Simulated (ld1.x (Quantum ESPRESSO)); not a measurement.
Transferability test, TM potential for Sb

- Element: Sb (Z = 51)
- Generator: ld1.x (Quantum ESPRESSO) 7.5
- Type: norm-conserving Troullier–Martins (Kleinman–Bylander form)
- Functional: PBE
- Relativity: scalar-relativistic
- Frozen core: [Kr]
- Valence charge: 15
- Reference configuration: 4d10 5s2 5p3
- Partial waves: 5s (bound): rc 2.00 bohr; 5p (bound): rc 1.95 bohr; 4d (bound): rc 1.25 bohr
- Local potential: all-electron potential smoothed inside 1.85 bohr (lloc = -2)
- Core correction: Bessel-smoothed model core, default radius (core density twice the valence density)

Energies are relative to the spin-unpolarised reference configuration 4d10 5s2 5p3; without spin polarisation the order of configurations can differ from experiment.

```json
{"valence configuration": "4d10 5s2 5p2", "charge": "+1", "ΔE all-electron (eV)": "8.317", "error AE − PS (meV)": "+0.4"}
{"valence configuration": "4d10 5s2 5p1", "charge": "+2", "ΔE all-electron (eV)": "24.285", "error AE − PS (meV)": "+3.6"}
{"valence configuration": "4d10 5s2 5p0", "charge": "+3", "ΔE all-electron (eV)": "48.698", "error AE − PS (meV)": "-2.2"}
{"valence configuration": "4d10 5s2 5p3.3", "charge": "-0.3", "ΔE all-electron (eV)": "-1.159", "error AE − PS (meV)": "+0.3"}
{"valence configuration": "4d10 5s1 5p3", "charge": "+1", "ΔE all-electron (eV)": "17.049", "error AE − PS (meV)": "+4.7"}
```

Question: What are ΔE and the potential's error for 4d9 5s2 5p3?

Answer: ΔE = 40.735 eV all-electron; the error (AE − PS) is -204 meV.

Question: What are ΔE and the potential's error for 4d10 5s1 5p4?

Answer: ΔE = 8.112 eV all-electron; the error (AE − PS) is -1.4 meV.

Levels in the configuration 4d10 5s2 5p1:

| level | all-electron (eV) | pseudo (eV) |
| --- | --- | --- |
| 4d | -51.858 | -51.687 |
| 5s | -29.416 | -29.396 |
| 5p | -20.081 | -20.074 |
